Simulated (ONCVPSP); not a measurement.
**PBE ONCV dataset for Mo, scalar-relativistic all-electron reference.**

```json
{
 "Element": "Mo (Z = 42)",
 "Generator": "ONCVPSP 4.0.1",
 "Type": "optimised norm-conserving Vanderbilt (ONCV)",
 "Functional": "PBE",
 "Relativity": "scalar-relativistic",
 "Frozen core": "[Ar] 3d10",
 "Valence charge": "14",
 "Reference configuration": "4s2 4p6 4d3 (charge +3)",
 "Partial waves": "4s: rc 1.82 bohr, ncon 3, nbas 6, qcut 6.1 1/bohr, local; 4p: rc 2.26 bohr, ncon 4, nbas 8, qcut 7.3 1/bohr, 2 projectors, debl 1.6 Ha; 4d: rc 1.88 bohr, ncon 4, nbas 8, qcut 5.6 1/bohr, 2 projectors, debl 3.8 Ha",
 "Local potential": "the s channel",
 "Core correction": "Teter function, fcfact 2.25, rcfact 1.5"
}
```

In the p channel the program set the typed energies aside and used -2.573, 0.050 Ha.

Q: Does the generator finish with these settings?

A: Yes, a potential is produced and its reference levels are reproduced.

Q: Estimate the cutoffs (Ha) at which the residual kinetic energy of the hardest occupied pseudo-wave falls to 1 and 0.1 mHa per electron.

A: 17 Ha and 59 Ha.

Q: What does a ghost test show?

A: No bound ghost flagged; no localised positive-energy state flagged.

Q: Which valence shell sets the plane-wave cutoff?

A: 4d: 17 Ha for 1 mHa per electron, against 14 Ha for 4p.

Its largest configuration-test error is +24 meV (4s2 4p6 4d5). 1 of 4 tests not solved or not reliable.
